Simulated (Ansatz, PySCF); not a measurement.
Complex: H2S (SMILES S) (first 3 atoms) with C3H4 (SMILES C=C=C); geometry from B3LYP-D3(BJ)/def2-TZVP.
(charge 0, multiplicity 1):
| atom | x (Å) | y (Å) | z (Å) |
|---|---|---|---|
| S | 0.1790 | 0.1532 | -0.4999 |
| H | 0.3179 | -1.1798 | -0.4205 |
| H | 0.6680 | 0.3345 | 0.7400 |
| C | -1.2371 | -0.3055 | 3.0880 |
| C | 0.0197 | -0.0408 | 3.2848 |
| C | 1.2809 | 0.2273 | 3.4636 |
| H | -1.8934 | -0.5643 | 3.9109 |
| H | -1.6622 | -0.2704 | 2.0911 |
| H | 1.6189 | 1.2377 | 3.6637 |
| H | 2.0332 | -0.5526 | 3.4296 |

Interaction energies are E(AB) − E(A) − E(B) at the monomers' geometry in the complex; basis-set methods are counterpoise corrected.

Programs: Ansatz (a program for electronic structure); PySCF for the dispersion terms. Each number belongs to the level named beside it.

One of these levels gives -53.4 meV for the interaction energy. Name it.
A) PBE0/def2-TZVPPD
B) BHLYP/def2-TZVPPD
C) BLYP-D3(BJ)/def2-TZVPPD

A, PBE0/def2-TZVPPD. The others give -100.5 (BLYP-D3(BJ)/def2-TZVPPD), -27.7 (BHLYP/def2-TZVPPD)
